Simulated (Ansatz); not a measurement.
Relaxation of C₂H₅AlClN (10 atoms, charge 0, multiplicity 1), to a largest force component of 0.02 eV/Å in at most 50 steps.

These are results of Ansatz 0.2.0, UKS B3LYP-D4/STO-3G, not measurements.

```xyz
10
Properties=species:S:1:pos:R:3:forces:R:3
C -0.348 -0.480 1.151 -5.28 1.59 1.48
C 0.340 -0.301 -0.160 -3.37 0.08 3.94
N 1.135 -1.201 -0.564 5.55 -1.79 -4.47
Al 0.045 1.233 -1.365 -1.54 2.28 -5.50
Cl -1.498 2.756 -0.788 0.97 -1.00 0.24
H 0.240 -0.921 1.897 1.39 -1.31 1.58
H -1.288 -1.035 0.982 -0.07 -0.24 0.76
H -0.643 0.581 1.523 0.11 -2.10 -0.07
H 1.375 -2.017 0.068 -0.99 0.07 0.63
H 0.174 0.742 0.108 3.22 2.42 1.41
```

Q: Where does it end, and by what steps?

A: The run converged. Limits of this set-up: minimal basis. After 34 steps the energy has fallen by 6.389 eV; Cl5 moved furthest, 2.13 Å. Parted: C2–Al4, Al4–H10. Joined: N3–Al4.

| step | energy less start (eV) | largest force component (eV/Å) | accepted |
| --- | --- | --- | --- |
| 0 | 0.0000 | 5.547 | yes |
| 2 | -4.0566 | 1.846 | yes |
| 4 | -5.3495 | 1.104 | yes |
| 6 | -5.5840 | 0.248 | yes |
| 8 | -5.6118 | 0.194 | yes |
| 10 | -5.6285 | 0.193 | yes |
| 12 | -5.7035 | 0.663 | yes |
| 14 | -5.9908 | 0.757 | yes |
| 16 | -6.1217 | 0.588 | yes |
| 18 | -6.1807 | 0.425 | yes |
| 20 | -6.2350 | 0.345 | yes |
| 22 | -6.2990 | 0.521 | yes |
| 24 | -6.3552 | 0.275 | yes |
| 26 | -6.3822 | 0.263 | yes |
| 28 | -6.3856 | 0.142 | yes |
| 30 | -6.3880 | 0.039 | yes |
| 32 | -6.3887 | 0.044 | yes |
| 34 | -6.3889 | 0.009 | yes |

```xyz
10
Properties=species:S:1:pos:R:3
C -0.274 -0.737 1.652
C 0.127 0.109 0.444
N 0.329 -0.334 -0.795
Al -0.386 0.727 -2.446
Cl 0.442 2.606 -1.650
H 0.463 -0.607 2.463
H -0.329 -1.805 1.388
H -1.256 -0.414 2.042
H 0.185 -1.393 -0.816
H 0.229 1.205 0.570
```

Whether the end is a true minimum wasn't checked by a vibrational analysis.

The run took 2.3 min on 1 CPU thread of a shared host.
